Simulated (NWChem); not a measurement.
System meant: CH$_{5}$AlS; SMILES [SH][AlH][CH3]

Here is an NWChem input.

```
start job
memory heap 200 mb stack 900 mb global 1100 mb
geometry units angstroms noautosym nocenter noautoz
  Al    -0.592659    -0.477482     0.130727
  H     -2.144225    -0.548029     0.448626
  C      0.585294    -2.043369     0.022942
  H      0.575572    -2.597236     0.971233
  H      1.627204    -1.795885    -0.207308
  H      0.229300    -2.739362    -0.748406
  S      0.154244     1.575696    -0.188818
  H      1.442302     1.235636    -0.419851
end
basis spherical
  * library def2-svp
end
dft
  xc m06-2x
  iterations 150
end
property
  shielding 7 1 2 3 4 5 7 8
end
task dft property
```

End of the output:

```
 Vector   23  Occ=0.000000D+00  E= 6.352679D-02
              MO Center=  5.5D-02,  4.7D-01, -7.7D-02, r^2= 5.9D+00
   Bfn.  Coefficient  Atom+Function         Bfn.  Coefficient  Atom+Function
  ----- ------------  ---------------      ----- ------------  ---------------
    12      1.048662  1 Al py                56     -1.020181  7 S  s
    72      1.004880  8 H  s                 26      0.779912  3 C  s
    63     -0.502070  7 S  px                11     -0.383161  1 Al px
    30     -0.268300  3 C  px                71      0.243786  8 H  s
    64      0.230644  7 S  py                 3     -0.223693  1 Al s

 center of mass
 --------------
 x =  -0.05699892 y =   0.16112270 z =  -0.05445273

 moments of inertia (a.u.)
 ------------------
         564.301181903268           3.052267004797          15.912001361220
           3.052267004797          98.376429967119          44.437696401836
          15.912001361220          44.437696401836         637.800342497095

     Multipole analysis of the density
     ---------------------------------

     L   x y z        total         alpha         beta         nuclear
     -   - - -        -----         -----         ----         -------
     0   0 0 0     -0.000000    -20.000000    -20.000000     40.000000

     1   1 0 0      0.414994      0.202532      0.202532      0.009929
     1   0 1 0     -0.678778     -0.621695     -0.621695      0.564612
     1   0 0 1     -0.027493      1.063106      1.063106     -2.153704

     2   2 0 0    -25.813059    -42.746067    -42.746067     59.679074
     2   1 1 0      0.766314      3.412164      3.412164     -6.058013
     2   1 0 1      0.232947      5.312456      5.312456    -10.391965
     2   0 2 0    -28.021821   -169.429270   -169.429270    310.836719
     2   0 1 1      0.194075     12.091806     12.091806    -23.989537
     2   0 0 2    -24.293647    -17.002899    -17.002899      9.712151

          -----------------------------------------
          Chemical Shielding Tensors (GIAO, in ppm)
          -----------------------------------------

 ------------------------------------------------------------------------
  xm06: d2 not coded                    0
 ------------------------------------------------------------------------
 ------------------------------------------------------------------------
  current input line :
    23: task dft property
 ------------------------------------------------------------------------
 ------------------------------------------------------------------------
 This error has not yet been assigned to a category
 ------------------------------------------------------------------------
 For more information see the NWChem manual at https://nwchemgit.github.io

0: xm06: d2 not coded:Received an Error in Communication
```

Q: What is wrong, and how is it mended?

A: The run crashed. Cause: this functional's second derivatives, which shieldings need, aren't coded here; the fix takes a hybrid GGA instead. This input runs:
```
start job
memory heap 200 mb stack 900 mb global 1100 mb
geometry units angstroms noautosym nocenter noautoz
  Al    -0.592659    -0.477482     0.130727
  H     -2.144225    -0.548029     0.448626
  C      0.585294    -2.043369     0.022942
  H      0.575572    -2.597236     0.971233
  H      1.627204    -1.795885    -0.207308
  H      0.229300    -2.739362    -0.748406
  S      0.154244     1.575696    -0.188818
  H      1.442302     1.235636    -0.419851
end
basis spherical
  * library def2-svp
end
dft
  xc pbe0
  iterations 150
end
property
  shielding 7 1 2 3 4 5 7 8
end
task dft property
```
It converges to -681.24007 Ha (PBE0/def2-SVP, GIAO).
